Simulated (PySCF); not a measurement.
Positional isomers: trisilane hydroxy+silyl. Gas-phase values, no solvent. One relaxed conformer stands for each flexible species; it need not be the lowest. Strings in code marks are SMILES.

Method: PySCF with PBE-D3(BJ)/def2-TZVP // PBE0-D3(BJ)/def2-TZVP. All candidates: neutral, multiplicity 1. Excitations are Tamm–Dancoff values on a coarser integration grid. The basis has no diffuse functions, so Rydberg states are missing or too high.

| Property | Value |
|---|---|
| S1 excitation (TDA) | 4.65 eV |
| LUMO | -1.87 eV |
| HOMO | -6.34 eV |

Question: Name which member has these values.
(A) `O[SiH2][SiH2][SiH2][SiH3]`
(B) `O[SiH2][SiH]([SiH3])[SiH3]` (H–O–Si–Si torsion 180°, O–Si–Si–Si torsion -62°)
(C) `O[Si]([SiH3])([SiH3])[SiH3]` (H–O–Si–Si torsion 60°)
(D) `O[Si@@H]([SiH3])[SiH2][SiH3]` (H–O–Si–Si torsion 56°, Si–Si–Si–Si torsion 172°)

Answer: C, `O[Si]([SiH3])([SiH3])[SiH3]` (H–O–Si–Si torsion 60°). The others give `O[SiH2][SiH]([SiH3])[SiH3]` (H–O–Si–Si torsion 180°, O–Si–Si–Si torsion -62°): 5.46 eV, -1.46 eV, -6.74 eV; `O[SiH2][SiH2][SiH2][SiH3]`: 5.47 eV, -1.43 eV, -6.70 eV; `O[Si@@H]([SiH3])[SiH2][SiH3]` (H–O–Si–Si torsion 56°, Si–Si–Si–Si torsion 172°): 4.96 eV, -1.72 eV, -6.39 eV
